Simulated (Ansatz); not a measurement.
Be13O13⁺. Total charge 1; doublet. Geometry PBE-D4/def2-SVP, that of the neutral singlet; atoms count from 1.

```xyz
26

O    -2.7598    1.2796    0.2863
O    -1.7244   -0.9096   -1.0962
O    -2.7466   -1.1244    1.5518
O    -0.0836   -1.6314    2.2344
O     0.7968   -1.8507   -0.3770
O    -1.4459   -3.0079    0.7220
O    -0.8798    1.7397   -1.1241
O    -0.8120    0.9360    1.7079
O     2.8638    0.0226   -0.7983
O     0.5914   -0.1040   -2.3798
O     1.7113    2.0448   -2.2677
O     1.7996    0.0321    1.3744
O     2.7341    2.5710    0.3090
Be   -2.3349    0.3519    1.4750
Be   -2.2560   -1.7911    0.1090
Be   -2.0849    0.6269   -0.9805
Be   -0.1509   -1.1020   -1.4347
Be    0.0174   -2.4397    0.8190
Be   -1.5837   -2.0449    2.0491
Be    0.3563   -0.1139    1.9609
Be    2.0551    0.4258   -2.0331
Be    1.9300   -0.8859    0.0750
Be   -1.2036    1.7925    0.4335
Be    2.3290    2.6743   -1.0622
Be    0.2457    1.4317   -2.0948
Be    2.6355    1.0765    0.5409
```

Single mean-field runs in def2-TZVP are fitted with def2-universal-jkfit.

(1) Estimate the Mulliken populations from the PBE0/def2-TZVP orbitals of Ansatz.

(2) Where does the spin sit?

(3) And the Mayer bond orders between bonded heavy atoms (over 0.3)?

## Answers

(1) 
| atom | charge (e) | spin (α − β) |
| --- | --- | --- |
| O1 | -0.22 | 0.08 |
| O2 | -0.20 | 0.00 |
| O3 | -0.19 | 0.02 |
| O4 | -0.22 | 0.15 |
| O5 | -0.08 | 0.00 |
| O6 | -0.19 | 0.17 |
| O7 | -0.13 | 0.00 |
| O8 | -0.24 | 0.07 |
| O9 | -0.19 | 0.10 |
| O10 | -0.17 | 0.00 |
| O11 | -0.17 | 0.03 |
| O12 | -0.11 | 0.16 |
| O13 | -0.10 | 0.35 |
| Be14 | 0.28 | 0.00 |
| Be15 | 0.31 | -0.01 |
| Be16 | 0.28 | 0.00 |
| Be17 | 0.28 | 0.00 |
| Be18 | 0.24 | -0.02 |
| Be19 | 0.24 | -0.01 |
| Be20 | 0.28 | -0.02 |
| Be21 | 0.32 | -0.01 |
| Be22 | 0.15 | -0.01 |
| Be23 | 0.16 | -0.01 |
| Be24 | 0.20 | -0.02 |
| Be25 | 0.23 | 0.00 |
| Be26 | 0.25 | -0.04 |
Mulliken values and Mayer orders depend strongly on the basis.

(2) Summed by element: O 1.14, Be -0.14, of 1 unpaired in all. Largest on single atoms: O13 0.35, O6 0.17, O12 0.16.

(3) O1–Be14 0.79 (1.57 Å); O1–Be16 0.83 (1.58 Å); O1–Be23 0.66 (1.65 Å); O2–Be15 0.94 (1.58 Å); O2–Be16 0.87 (1.58 Å); O2–Be17 0.68 (1.62 Å); O3–Be14 0.93 (1.53 Å); O3–Be15 0.58 (1.66 Å); O3–Be19 0.91 (1.56 Å); O4–Be18 0.60 (1.63 Å); O4–Be19 0.90 (1.57 Å); O4–Be20 0.66 (1.60 Å); O5–Be17 0.63 (1.61 Å); O5–Be18 0.99 (1.54 Å); O5–Be22 0.94 (1.56 Å); O6–Be15 0.76 (1.59 Å); O6–Be18 0.83 (1.57 Å); O6–Be19 0.63 (1.65 Å); O7–Be16 0.65 (1.65 Å); O7–Be23 0.84 (1.59 Å); O7–Be25 1.03 (1.52 Å); O8–Be14 0.62 (1.65 Å); O8–Be20 0.81 (1.59 Å); O8–Be23 0.89 (1.58 Å); O9–Be21 0.94 (1.53 Å); O9–Be22 0.90 (1.57 Å); O9–Be26 0.53 (1.72 Å); O10–Be17 0.91 (1.56 Å); O10–Be21 0.84 (1.59 Å); O10–Be25 0.69 (1.60 Å); O11–Be21 0.56 (1.67 Å); O11–Be24 1.17 (1.49 Å); O11–Be25 0.71 (1.60 Å); O12–Be20 0.85 (1.56 Å); O12–Be22 0.62 (1.60 Å); O12–Be26 0.90 (1.58 Å); O13–Be24 1.22 (1.43 Å); O13–Be26 1.02 (1.52 Å).
